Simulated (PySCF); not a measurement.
Isomers of CH6O2SSi, one GFN2-xTB conformer each. Single-point energies are computed at PBE0/pcSseg-1 (PySCF, gas phase, no added dispersion term), electronic only.

```tsv
SMILES	GFN2-xTB relative energy (kcal/mol)
C[Si](O)(O)S	3.5
CS[SiH](O)O	0.0
```

Conformers: `[CH3:1][Si:2]([OH:3])([OH:4])[SH:5]` with C1–Si2–O3–H -160°, C1–Si2–O4–H -75°, C1–Si2–S5–H -63°; `[CH3:1][S:2][SiH:3]([OH:4])[OH:5]` with C1–S2–Si3–O4 53°, S2–Si3–O4–H 86°, S2–Si3–O5–H 42°.

Task: What does PBE0/pcSseg-1 give for the same structures?

Result: 
```json
{"SMILES": "C[Si](O)(O)S", "PBE0/pcSseg-1 E (Eh)": "-879.47143", "PBE0/pcSseg-1 (kcal/mol)": "0.0", "GFN2-xTB (kcal/mol)": "3.5", "point group": "–"}
{"SMILES": "CS[SiH](O)O", "PBE0/pcSseg-1 E (Eh)": "-879.44633", "PBE0/pcSseg-1 (kcal/mol)": "15.8", "GFN2-xTB (kcal/mol)": "0.0", "point group": "C1"}
```

GFN2-xTB puts CS[SiH](O)O lowest instead. As drawn, the lower has an S–H bond and an Si–C bond, which the higher lacks.

Task: Which frontier levels, dipoles and rotational constants go with these structures?

Result: 
```tsv
SMILES	HOMO (eV, PBE0/pcSseg-1)	LUMO (eV)	dipole (D)	A, B, C (MHz)
C[Si](O)(O)S	-7.30	0.52	0.86	3611, 2306, 2166
CS[SiH](O)O	-6.88	0.39	0.26	5164, 2201, 1688
```
